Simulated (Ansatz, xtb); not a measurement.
## Relative energy of two isomers of C4H5NSSe

We compare X, `C[Se]c1nccs1`, a singlet, with Y, `CSc1ncc[se]1`, a singlet. Both are isolated molecules in the gas phase, relaxed with r2SCAN-D4/def2-SVP; the shapes shown needn't be the lowest conformers.

X (Å):

```xyz
12

C    -0.1131   -1.1406    2.6871
C     0.5812    0.0151    0.1840
C    -0.5461   -0.6586   -1.5840
C     0.2763    0.2309   -2.2255
N    -0.3694   -0.7749   -0.2306
S     1.3390    0.9728   -1.0778
Se    1.1466    0.1654    1.9835
H     0.0699   -1.1893    3.7691
H     0.0678   -2.1149    2.2169
H    -1.1380   -0.8093    2.4796
H    -1.3114   -1.2614   -2.0791
H     0.3185    0.4876   -3.2836
```

Y (Å):

```yaml
atoms:
  - { symbol: C, position_ang: [1.0971, 1.7464, 1.3830] }
  - { symbol: C, position_ang: [1.1011, -0.7090, 0.1490] }
  - { symbol: C, position_ang: [0.4898, -2.6063, -0.8451] }
  - { symbol: C, position_ang: [-0.7949, -2.1529, -0.7056] }
  - { symbol: N, position_ang: [1.5068, -1.8199, -0.3806] }
  - { symbol: S, position_ang: [2.2240, 0.4547, 0.8097] }
  - { symbol: Se, position_ang: [-0.8058, -0.4869, 0.1297] }
  - { symbol: H, position_ang: [0.5230, 2.1761, 0.5471] }
  - { symbol: H, position_ang: [0.4145, 1.3660, 2.1590] }
  - { symbol: H, position_ang: [1.7306, 2.5308, 1.8197] }
  - { symbol: H, position_ang: [0.7404, -3.5649, -1.3088] }
  - { symbol: H, position_ang: [-1.7157, -2.6467, -1.0162] }
```

Energies in hartree; the thermal terms are from GFN2-xTB frequencies at re-optimised GFN2-xTB minima (ideal gas, soft modes damped towards free rotors, one conformer each, 298.15 K, 1 atm) and include the zero-point energy:

|  | X | Y |
| --- | --- | --- |
| E, CCSD(T)/def2-SVP | −3006.738543 | −3006.732018 |
| E, MP2/def2-SVP | −3006.657534 | −3006.650502 |
| E, MP2/def2-TZVPP | −3007.566419 | −3007.560228 |
| zero-point energy | 0.079724 | 0.079806 |
| H(298 K) − E | 0.088588 | 0.088484 |
| G(298 K) − E | 0.045745 | 0.046417 |

**Question.** Correct the CCSD(T) difference for the basis set by the MP2 change, then work out ΔE, ΔE₀, ΔH and ΔG for X → Y in kJ/mol (1 Eh = 2625.50 kJ/mol) and the equilibrium ratio [Y]/[X].

**Answer.** 1. Differences Y − X: CCSD(T) +0.006525, MP2 in the small set +0.007032, MP2 in the large set +0.006191 Eh.
2. ΔE = +0.006525 + (+0.006191 − (+0.007032)) = +0.005684 Eh = +14.92 kJ/mol.
3. ΔE₀ = ΔE + ΔZPE = +0.005684 + (+0.000082) Eh = +15.14 kJ/mol.
4. ΔH = ΔE + (−0.000104) Eh = +14.65 kJ/mol.
5. ΔG = ΔE + (+0.000672) Eh = +16.69 kJ/mol, so ΔS = (ΔH − ΔG)/T = −6.8 J/(mol K).
6. kT = 0.9442 mEh, so K = [Y]/[X] = exp(−ΔG/kT) = exp(−6.73) ≈ 0.0012.

Structure X is favoured at this temperature. An error of 4 kJ/mol in ΔG would change K by a factor of 5. Mirror images and further conformers aren't counted.

As drawn, Y has 2 C–S, 2 C∷Se in place of 2 C–Se, 2 C∷S (∷ is an aromatic bond).

Other levels gave ΔE = +13.0 (r2SCAN-D4/def2-SVP); +24.4 (HF/def2-SVP); +18.5 (MP2/def2-SVP); +17.1 (CCSD(T)/def2-SVP) kJ/mol. The correlated steps freeze 19 core orbitals; the filled d shell of Se is correlated, in a basis made for valence electrons. Programs: Ansatz 0.2.0, xtb 6.7.1.
